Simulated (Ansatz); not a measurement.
Relaxation of C$_{2}$H$_{8}$AlNSi (13 atoms, charge 0, multiplicity 1), to a largest force component of 0.02 eV/Å in at most 50 steps.

Level of theory: RKS PBE0-D4/def2-SVP (Ansatz 0.2.0).

```xyz
13
Properties=species:S:1:pos:R:3
C -1.597 -0.564 1.494
N -0.396 -0.234 1.503
C 0.544 -0.907 0.658
Si 0.522 -0.327 -1.114
Al 0.810 1.986 -1.249
H -2.033 -1.281 0.829
H -2.305 0.023 2.130
H 0.474 -1.993 0.722
H 1.600 -0.650 1.080
H 1.466 -1.028 -1.895
H -0.899 -0.653 -1.612
H 2.037 2.579 -2.082
H -0.203 3.014 -0.450
```

Task: Where does it end, and by what steps?

Result: The run converged. After 24 steps the energy has fallen by 1.349 eV; H12 moved furthest, 2.09 Å. Joined: N2–Al5 (3.74 → 2.07 Å).

```json
{"step": "0", "energy less start (eV)": "0.0000", "largest force component (eV/Å)": "2.192", "accepted": "yes"}
{"step": "1", "energy less start (eV)": "-0.2502", "largest force component (eV/Å)": "1.601", "accepted": "yes"}
{"step": "2", "energy less start (eV)": "-0.3652", "largest force component (eV/Å)": "0.745", "accepted": "yes"}
{"step": "3", "energy less start (eV)": "-0.4454", "largest force component (eV/Å)": "0.259", "accepted": "yes"}
{"step": "4", "energy less start (eV)": "-0.4369", "largest force component (eV/Å)": "0.501", "accepted": "no"}
{"step": "5", "energy less start (eV)": "-0.4669", "largest force component (eV/Å)": "0.132", "accepted": "yes"}
{"step": "6", "energy less start (eV)": "-0.4794", "largest force component (eV/Å)": "0.181", "accepted": "yes"}
{"step": "7", "energy less start (eV)": "-0.4965", "largest force component (eV/Å)": "0.461", "accepted": "yes"}
{"step": "8", "energy less start (eV)": "-0.5213", "largest force component (eV/Å)": "0.393", "accepted": "yes"}
{"step": "9", "energy less start (eV)": "-0.5542", "largest force component (eV/Å)": "0.314", "accepted": "yes"}
{"step": "10", "energy less start (eV)": "-0.6068", "largest force component (eV/Å)": "0.342", "accepted": "yes"}
{"step": "11", "energy less start (eV)": "-0.6765", "largest force component (eV/Å)": "0.291", "accepted": "yes"}
{"step": "12", "energy less start (eV)": "-0.7733", "largest force component (eV/Å)": "0.282", "accepted": "yes"}
{"step": "13", "energy less start (eV)": "-0.9105", "largest force component (eV/Å)": "0.312", "accepted": "yes"}
{"step": "14", "energy less start (eV)": "-1.0751", "largest force component (eV/Å)": "0.288", "accepted": "yes"}
{"step": "15", "energy less start (eV)": "-1.2174", "largest force component (eV/Å)": "0.344", "accepted": "yes"}
{"step": "16", "energy less start (eV)": "-1.2700", "largest force component (eV/Å)": "0.738", "accepted": "yes"}
{"step": "17", "energy less start (eV)": "-1.3158", "largest force component (eV/Å)": "0.371", "accepted": "yes"}
{"step": "18", "energy less start (eV)": "-1.2874", "largest force component (eV/Å)": "1.119", "accepted": "no"}
{"step": "19", "energy less start (eV)": "-1.3397", "largest force component (eV/Å)": "0.534", "accepted": "yes"}
{"step": "20", "energy less start (eV)": "-1.3248", "largest force component (eV/Å)": "0.546", "accepted": "no"}
{"step": "21", "energy less start (eV)": "-1.3488", "largest force component (eV/Å)": "0.057", "accepted": "yes"}
{"step": "22", "energy less start (eV)": "-1.3489", "largest force component (eV/Å)": "0.050", "accepted": "yes"}
{"step": "23", "energy less start (eV)": "-1.3486", "largest force component (eV/Å)": "0.148", "accepted": "no"}
{"step": "24", "energy less start (eV)": "-1.3494", "largest force component (eV/Å)": "0.015", "accepted": "yes"}
```

```xyz
13
Properties=species:S:1:pos:R:3
C -1.253 0.069 1.501
N -0.231 0.165 0.754
C 0.528 -0.984 0.286
Si 0.550 -0.576 -1.630
Al 0.301 1.648 -0.586
H -1.579 -0.898 1.912
H -1.833 0.969 1.736
H 0.126 -1.941 0.658
H 1.568 -0.867 0.637
H 1.779 -1.185 -2.235
H -0.642 -1.270 -2.223
H 1.686 2.241 -0.046
H -0.979 2.592 -0.750
```

Run time: 34 s on 2 threads of AMD EPYC 9R45 96-Core Processor (Zen 5) (shared host), peak memory 0.3 GiB.
